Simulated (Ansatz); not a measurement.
Born–Oppenheimer molecular dynamics of ClFH₂O₂Zr (7 atoms, charge 0, multiplicity 1). It starts from a relaxed structure.

These are results of Ansatz 0.2.0, RKS PBE0-D4/def2-SVP, not measurements.

```yaml
ensemble: NVT, Langevin thermostat
time_step: 0.5 fs
steps_asked: 250
set_temperature: 3000 K
friction: 0.05 /fs
temperature_schedule: 62 steps to 3000 K, then 188 steps to 10 K
seed: 715525
```

First frame:

```xyz
7
Properties=species:S:1:pos:R:3
Zr -0.084 -0.046 0.119
Cl 0.124 0.273 2.461
F 1.642 -0.016 -0.692
O -1.131 1.360 -0.616
H -1.727 2.003 -1.000
O -0.891 -1.734 -0.214
H -1.377 -2.536 -0.406
```

What does the run give?

All steps were run.

| Property | Result |
| --- | --- |
| steps done | 250 |
| time covered | 125 fs |
| mean temperature over the second half | 1515 K |
| spread of the potential energy over the second half | 46.5 meV per atom |
| mean potential energy of the second half above the start | 120.6 meV per atom |

The schedule's set-point averaged 1004 K over the second half and the system 1515 K, so it lags behind the ramp. A run of 0.12 ps of so small a system gives no equilibrium averages.

What happens to the structure?

The same pairs are bonded in the first frame and the last. Pairs count as bonded within 1.25 times the sum of covalent radii (0.12 Å more for H–H). The details hang on the random start.

How do temperature and energy run in time?


```tsv
time (fs)	T (K)	potential energy less start (eV)
0	2571	0.000
11	1705	0.337
22	1458	0.734
33	2203	0.845
44	2648	1.420
55	1580	1.459
66	2053	1.143
77	2263	1.261
88	2114	1.188
99	841	0.733
110	1167	0.468
121	526	0.424
```

Time of the run: 14 min on 2 threads of Arm Neoverse V1 (shared host), peak memory 0.22 GiB.
